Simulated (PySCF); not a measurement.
Level of theory: PySCF with B3LYP-D3(BJ)/def2-TZVP // PBE0-D4/def2-TZVP. All species are isolated molecules in the gas phase. One relaxed conformer stands for a flexible species; it need not be the lowest. B3LYP has the VWN-RPA correlation part, as in Gaussian. Excitations are Tamm–Dancoff values on a coarser integration grid. The basis has no diffuse functions, so Rydberg states are missing or too high.

Reference species (SMILES): `O[SiH2]F` (H–O–Si–F torsion 72°) (neutral, multiplicity 1).

```json
{
 "HOMO–LUMO gap": "9.17 eV",
 "T1 excitation (TDA)": "7.58 eV"
}
```

Changed species: `CC#C[SiH2]O` (X = propynyl; the reference has X = fluoro).

**Question.** Predict the effect on the HOMO–LUMO gap and T1 excitation (TDA).

**Answer.** the HOMO–LUMO gap falls by 2.16 eV, to 7.01 eV; the T1 excitation (TDA) falls by 2.67 eV, to 4.91 eV.
